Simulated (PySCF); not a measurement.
# C₆ coefficients of unlike pairs at B97-3

Calculated with PySCF 2.14 from the dipole response of each species, C₆(A,B) = (3/π) ∫ α_A(iu) α_B(iu) du, in atomic units, from isotropic polarisabilities. For ions this is the dispersion term alone; charge-induced terms of lower order in 1/R come first.

```csv
species,configuration,basis,relativity,α (bohr³),C₆ (like pair)
Xe³⁺,[Kr] 4d10 5s2 5p3 (4S),aug-cc-pVQZ-PP with ECP28MDF (7s7p5d3f2g),core potential,9.403,53.96
Ru⁺,[Kr] 4d7 (4F),aug-cc-pVTZ-PP with ECP28MDF (6s6p5d3f2g),core potential,15.28,97.09
Si³⁺,[Ne] 3s1 (2S),aug-cc-pCVTZ-DK (8s7p5d3f),spin-free X2C,7.154,13.53
Se,[Ar] 3d10 4s2 4p4 (3P),aug-cc-pwCVDZ-PP with ECP10MDF (6s5p4d1f),core potential,25.06,210.8
```

Question: Estimate C₆ for Se with Ru⁺.

Answer: The integral gives 140.6. The combination rule 2 C_A C_B / (C_A α_B/α_A + C_B α_A/α_B) gives 142.2 and the geometric mean 143.0.

No spin-orbit coupling is included.

The other pairs:

```csv
pair,C₆
"Ru⁺, Xe³⁺",71.91
"Si³⁺, Xe³⁺",25.06
"Se, Xe³⁺",102.7
"Se, Si³⁺",52.95
"Si³⁺, Ru⁺",34.80
```
